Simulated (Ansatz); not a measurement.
Species: PbI₂, charge 0, triplet. This triplet is an excited state, 2.5 eV above the singlet at CCSD(T)/def2-QZVPP (Ansatz, a first-principles code). PbI2 (SMILES [I][Pb][I], triplet).
B3LYP-D3(BJ)/def2-TZVP minimum from Ansatz:
```
Pb
I 1 2.8985
I 1 2.8985 2 124.34
```
Charge 0, spin multiplicity 3.

Total energies in def2-SVP, 18 correlated electrons, 27 frozen orbitals. Radicals and triplets start from unrestricted determinants; spin-orbit coupling is neglected. Correlated methods leave the cores frozen (noble-gas shells, and filled d and f shells in the p block). Past Kr the def2 sets carry scalar-relativistic core potentials. Spin-orbit terms, left out, reach several kcal/mol for Br and I, and more for heavier atoms. The UHF reference of I2Pb ([I][Pb][I], triplet) is spin-contaminated (<S^2> up to 0.07 over the pure value in the sets run). The spin of I2Pb ([I][Pb][I], triplet) was assumed, and the state is the lowest solution found for it.

```tsv
method	program	energy (Eh)	minus CCSDT(Q) (mEh)
HF	Ansatz	-785.18532	269.75
MP2	Ansatz	-785.41725	37.83
CCSD	Ansatz	-785.44571	9.36
CCSD(T)	Ansatz	-785.45299	2.08
CCSDT(Q)	Ansatz	-785.45507	0.00
```

Rough core times of Ansatz's runs on a shared machine: CCSD(T) 40 s, CCSDT(Q) 4 min.
